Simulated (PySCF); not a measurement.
PySCF input (M06-2X/def2-TZVPD):

```python
from pyscf import gto, scf, dft

mol = gto.M(
    atom='''
    Ge   -0.00000000   -0.00000000   -1.54512964
    Te    0.00000000    0.00000000    0.95084901
    ''',
    basis='def2-tzvpd',
    ecp='def2-tzvp',
    charge=-1,
    spin=1,
    symmetry='C2v',
    verbose=4,
)

mf = dft.UKS(mol, xc='m062x').density_fit(auxbasis='def2-universal-jkfit')
mf.grids.level = 4
mf.conv_tol = 1e-9
mf.max_cycle = 100
mf.max_memory = 1500
mf.kernel()
if not mf.converged:
    mf = mf.newton()
    mf.kernel(mf.make_rdm1())
mf.analyze()
```

Output:

```
ECP def2-tzvp not found for  Ge
PySCF version 2.14.0

[INPUT] verbose = 4
[INPUT] num. atoms = 2
[INPUT] num. electrons = 57
[INPUT] charge = -1
[INPUT] spin (= nelec alpha-beta = 2S) = 1
[INPUT] symmetry C2v subgroup None
[INPUT] Mole.unit = angstrom
[INPUT] Symbol           X                Y                Z      unit          X                Y                Z       unit  Magmom
[INPUT]  1 Ge     0.000000000000   0.000000000000  -1.545129640000 AA    0.000000000000   0.000000000000  -2.919871846548 Bohr   0.0
[INPUT]  2 Te     0.000000000000   0.000000000000   0.950849010000 AA    0.000000000000   0.000000000000   1.796844214714 Bohr   0.0

nuclear repulsion = 162.825149961343
point group symmetry = Coov, use subgroup C2v
symmetry origin: [0.00000000e+00 0.00000000e+00 8.99869555e-10]
symmetry axis x: [1. 0. 0.]
symmetry axis y: [0. 1. 0.]
symmetry axis z: [0. 0. 1.]
num. orbitals of irrep A1 = 49
num. orbitals of irrep A2 = 12
num. orbitals of irrep B1 = 26
num. orbitals of irrep B2 = 26
number of shells = 37
number of NR pGTOs = 207
number of NR cGTOs = 113
basis = def2-tzvpd
ecp = def2-tzvp

******** <class 'pyscf.df.df_jk.DFSymAdaptedUKS'> ********
method = DFSymAdaptedUKS
initial guess = minao
damping factor = 0
level_shift factor = 0
DIIS = <class 'pyscf.scf.diis.CDIIS'>
diis_start_cycle = 1
diis_space = 8
diis_damp = 0
SCF conv_tol = 1e-09
SCF conv_tol_grad = None
SCF max_cycles = 100
direct_scf = False
number electrons alpha = 29  beta = 28
XC library pyscf.dft.libxc version 7.1.2
    S. Lehtola, C. Steigemann, M. J. T. Oliveira, and M. A. L. Marques,  SoftwareX 7, 1–5 (2018)
XC functionals = m062x
    Y. Zhao and D. G. Truhlar,  Theor. Chem. Acc. 120, 215 (2008)
    Y. Zhao and D. G. Truhlar,  Theor. Chem. Acc. 120, 215 (2008)
radial grids:
    Treutler-Ahlrichs [JCP 102, 346 (1995); DOI:10.1063/1.469408] (M4) radial grids

becke partition: Becke, JCP 88, 2547 (1988); DOI:10.1063/1.454033
pruning grids: <function nwchem_prune>
grids dens level: 4
symmetrized grids: C2v
atomic radii adjust function: <function treutler_atomic_radii_adjust>
small_rho_cutoff = 0
Freeze 0 electrons in irreps []
    57 free electrons in irreps A1 A2 B1 B2
[...]
beta  HOMO (B1) = -0.0776472453903523  LUMO (B2) = 0.114996999238568
  HOMO = -0.0091128884869  LUMO = 0.107397249108  gap/eV = 3.17040
Extra cycle  E= -2345.02035979922  delta_E= -9.09e-12  |g|= 2.74e-06  |ddm|= 8.39e-06
converged SCF energy = -2345.02035979922  <S^2> = 0.76336541  2S+1 = 2.013321
**** SCF Summaries ****
Total Energy =                       -2345.020359799218113
Nuclear Repulsion Energy =             162.825149961342845
One-electron Energy =                -3698.945633096228448
Two-electron Energy =                 1191.100123335667377
Two-electron Coulomb Energy =         1291.054524575713685
DFT Exchange-Correlation Energy =      -99.954401240046295
HOMO-LUMO gap [eV] =                     3.170402329334401
Wave-function symmetry = B1
alpha occupancy for each irrep:     A1   A2   B1   B2
                                    14    2    7    6
beta  occupancy for each irrep:     A1   A2   B1   B2
                                    14    2    6    6
**** MO energy ****
alpha MO #1 (A1 #1), energy= -400.838887712046 occ= 1
alpha MO #2 (A1 #2), energy= -50.3482426979698 occ= 1
alpha MO #3 (B2 #1), energy= -44.8724114944954 occ= 1
alpha MO #4 (B1 #1), energy= -44.8720993477951 occ= 1
alpha MO #5 (A1 #3), energy= -44.8702728636423 occ= 1
alpha MO #6 (A1 #4), energy= -6.31360807248251 occ= 1
alpha MO #7 (A1 #5), energy= -6.28771791362202 occ= 1
alpha MO #8 (B2 #2), energy= -4.47872370352476 occ= 1
alpha MO #9 (B1 #2), energy= -4.47500136967078 occ= 1
alpha MO #10 (A1 #6), energy= -4.47149590507096 occ= 1
alpha MO #11 (A1 #7), energy= -4.38960296341157 occ= 1
alpha MO #12 (B2 #3), energy= -4.38862891770034 occ= 1
alpha MO #13 (B1 #3), energy= -4.38566785543346 occ= 1
alpha MO #14 (A1 #8), energy= -1.50962213995508 occ= 1
alpha MO #15 (B2 #4), energy= -1.50841660468711 occ= 1
alpha MO #16 (B1 #4), energy= -1.50603443987362 occ= 1
alpha MO #17 (A2 #1), energy= -1.50483779725279 occ= 1
alpha MO #18 (A1 #9), energy= -1.50454559954209 occ= 1
alpha MO #19 (A1 #10), energy= -1.21501959377782 occ= 1
alpha MO #20 (A2 #2), energy= -1.21308076703596 occ= 1
alpha MO #21 (B2 #5), energy= -1.2118207720871 occ= 1
alpha MO #22 (A1 #11), energy= -1.20704893785149 occ= 1
alpha MO #23 (B1 #5), energy= -1.20646197560082 occ= 1
alpha MO #24 (A1 #12), energy= -0.482265413735604 occ= 1
alpha MO #25 (A1 #13), energy= -0.311577978130501 occ= 1
alpha MO #26 (A1 #14), energy= -0.104362062455593 occ= 1
alpha MO #27 (B1 #6), energy= -0.102682100214039 occ= 1
alpha MO #28 (B2 #6), energy= -0.0890568779074599 occ= 1
alpha MO #29 (B1 #7), energy= -0.00911288848690361 occ= 1
alpha MO #30 (B2 #7), energy= 0.107397249107859 occ= 0
alpha MO #31 (A1 #15), energy= 0.119893830774365 occ= 0
alpha MO #32 (B2 #8), energy= 0.138335944162815 occ= 0
alpha MO #33 (B1 #8), energy= 0.139878683632489 occ= 0
alpha MO #34 (A1 #16), energy= 0.186625573421893 occ= 0
alpha MO #35 (A1 #17), energy= 0.187851796473457 occ= 0
alpha MO #36 (A1 #18), energy= 0.238909126101801 occ= 0
alpha MO #37 (A2 #3), energy= 0.23910564916931 occ= 0
alpha MO #38 (A1 #19), energy= 0.25251930619535 occ= 0
alpha MO #39 (B2 #9), energy= 0.263817438262334 occ= 0
alpha MO #40 (B1 #9), energy= 0.266267265561599 occ= 0
alpha MO #41 (A1 #20), energy= 0.283753554235048 occ= 0
alpha MO #42 (B1 #10), energy= 0.288949395379904 occ= 0
alpha MO #43 (B2 #10), energy= 0.289044068240346 occ= 0
alpha MO #44 (A1 #21), energy= 0.29402406409211 occ= 0
alpha MO #45 (A2 #4), energy= 0.295021804520504 occ= 0
alpha MO #46 (A1 #22), energy= 0.336882875664442 occ= 0
alpha MO #47 (B2 #11), energy= 0.399252063881399 occ= 0
alpha MO #48 (B1 #11), energy= 0.403754958968989 occ= 0
alpha MO #49 (A1 #23), energy= 0.442326638126738 occ= 0
alpha MO #50 (B2 #12), energy= 0.492067441984375 occ= 0
alpha MO #51 (A2 #5), energy= 0.4944314910438 occ= 0
alpha MO #52 (A1 #24), energy= 0.496269920970131 occ= 0
alpha MO #53 (B1 #12), energy= 0.498201764149634 occ= 0
alpha MO #54 (A1 #25), energy= 0.5319299107444 occ= 0
alpha MO #55 (A2 #6), energy= 0.578988584160342 occ= 0
alpha MO #56 (A1 #26), energy= 0.579336286996047 occ= 0
alpha MO #57 (B2 #13), energy= 0.61150338454074 occ= 0
alpha MO #58 (B1 #13), energy= 0.613311397585505 occ= 0
alpha MO #59 (A1 #27), energy= 0.618557245915654 occ= 0
alpha MO #60 (B1 #14), energy= 0.656456961480359 occ= 0
alpha MO #61 (B2 #14), energy= 0.663252490423943 occ= 0
alpha MO #62 (A1 #28), energy= 0.712228123853373 occ= 0
alpha MO #63 (A1 #29), energy= 0.755287229245235 occ= 0
alpha MO #64 (A1 #30), energy= 0.930896521198889 occ= 0
alpha MO #65 (B2 #15), energy= 1.0415375335599 occ= 0
alpha MO #66 (B1 #15), energy= 1.04458765704685 occ= 0
alpha MO #67 (A2 #7), energy= 1.05318764479613 occ= 0
alpha MO #68 (A1 #31), energy= 1.05480149928188 occ= 0
alpha MO #69 (A1 #32), energy= 1.07552227909081 occ= 0
alpha MO #70 (B1 #16), energy= 1.09397089894642 occ= 0
alpha MO #71 (B2 #16), energy= 1.09480359668315 occ= 0
alpha MO #72 (A1 #33), energy= 1.20426804934355 occ= 0
alpha MO #73 (A2 #8), energy= 1.207294226834 occ= 0
alpha MO #74 (B1 #17), energy= 1.22306769032463 occ= 0
alpha MO #75 (B2 #17), energy= 1.23815979015181 occ= 0
alpha MO #76 (B2 #18), energy= 1.24737048907775 occ= 0
alpha MO #77 (B1 #18), energy= 1.25526493616653 occ= 0
alpha MO #78 (A2 #9), energy= 1.30750080637611 occ= 0
alpha MO #79 (B1 #19), energy= 1.30776132943936 occ= 0
alpha MO #80 (A1 #34), energy= 1.31001845916445 occ= 0
alpha MO #81 (B2 #19), energy= 1.31827798269315 occ= 0
alpha MO #82 (A1 #35), energy= 1.33251767178707 occ= 0
alpha MO #83 (A1 #36), energy= 1.51134871856901 occ= 0
alpha MO #84 (B2 #20), energy= 1.55102983941281 occ= 0
alpha MO #85 (B1 #20), energy= 1.55431203246428 occ= 0
alpha MO #86 (A1 #37), energy= 1.63372275789145 occ= 0
alpha MO #87 (A1 #38), energy= 1.73749070373522 occ= 0
alpha MO #88 (A2 #10), energy= 1.73764161086304 occ= 0
alpha MO #89 (B1 #21), energy= 1.74527472128451 occ= 0
alpha MO #90 (B2 #21), energy= 1.74791041414704 occ= 0
alpha MO #91 (A1 #39), energy= 1.90447129315859 occ= 0
alpha MO #92 (A1 #40), energy= 2.92838372574499 occ= 0
alpha MO #93 (A2 #11), energy= 2.94542338844351 occ= 0
alpha MO #94 (B1 #22), energy= 2.96250131867836 occ= 0
alpha MO #95 (B2 #22), energy= 2.96770706944903 occ= 0
alpha MO #96 (A1 #41), energy= 3.05038933433431 occ= 0
alpha MO #97 (B1 #23), energy= 3.16461970278063 occ= 0
alpha MO #98 (B2 #23), energy= 3.16474180270669 occ= 0
alpha MO #99 (A1 #42), energy= 3.17586945382962 occ= 0
alpha MO #100 (A2 #12), energy= 3.1760354531964 occ= 0
alpha MO #101 (B2 #24), energy= 3.2707389510756 occ= 0
alpha MO #102 (B1 #24), energy= 3.27609550468284 occ= 0
[...]
```
